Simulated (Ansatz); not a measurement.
Basis sets compared for `CN(C)c1ccc(-c2ccc(-c3ccc(C#N)[se]3)[se]2)[se]1`. Total charge 0; singlet. Geometry r2SCAN-D4/def2-SVP. Ansatz on 2 threads of AMD EPYC 7R13 on a shared host and a share (18 GiB) of an NVIDIA H100 80GB HBM3; times are rough, and most runs start from earlier orbitals.

```tsv
atom	x (Å)	y (Å)	z (Å)
C1	-1.142	-3.915	3.975
N2	0.015	-3.050	4.008
C3	1.018	-3.164	5.046
C4	0.219	-2.146	3.013
C5	1.288	-1.264	2.861
C6	1.211	-0.439	1.717
C7	0.109	-0.599	0.893
C8	-0.236	0.081	-0.313
C9	-1.351	-0.097	-1.128
C10	-1.422	0.729	-2.268
C11	-0.374	1.621	-2.445
C12	-0.169	2.575	-3.492
C13	0.888	3.465	-3.660
C14	0.823	4.295	-4.798
C15	-0.291	4.110	-5.601
C16	-0.623	4.786	-6.789
N17	-0.917	5.336	-7.779
Se18	-1.410	2.764	-4.901
Se19	0.872	1.434	-1.032
Se20	-1.021	-1.956	1.599
H21	-2.079	-3.327	3.955
H22	-1.157	-4.546	4.873
H23	-1.136	-4.575	3.087
H24	0.700	-3.917	5.778
H25	1.997	-3.468	4.633
H26	1.156	-2.203	5.574
H27	2.117	-1.215	3.568
H28	1.988	0.297	1.486
H29	-2.123	-0.834	-0.892
H30	-2.255	0.673	-2.976
H31	1.717	3.513	-2.948
H32	1.588	5.035	-5.045
```

Single mean-field runs in def2-TZVP are fitted with def2-universal-jkfit.

Binding counts from free atoms (C triplet, N quartet, Se triplet, H doublet) in the same basis, without a counterpoise term.

```
           level  functions  energy (Eh)  HOMO (eV)  LUMO (eV)  binding per atom (eV)  wall time
 PBE-D4/def2-SVP        394   -7889.6872      -4.36      -2.75                   5.11       17 s
PBE0-D4/def2-SVP        394   -7889.9462      -5.17      -2.28                   4.97       13 s
```

(1) Estimate the rows for PBE-D4/def2-TZVP, PBE0-D4/def2-TZVP (with forces).

## Answers

(1) 
```json
{"level": "PBE-D4/def2-TZVP", "functions": "743", "energy (Eh)": "-7891.3025", "HOMO (eV)": "-4.46", "LUMO (eV)": "-2.88", "binding per atom (eV)": "5.04", "wall time": "18 s"}
{"level": "PBE0-D4/def2-TZVP (with forces)", "functions": "743", "energy (Eh)": "-7891.5554", "HOMO (eV)": "-5.20", "LUMO (eV)": "-2.36", "binding per atom (eV)": "4.90", "wall time": "20 s"}
```
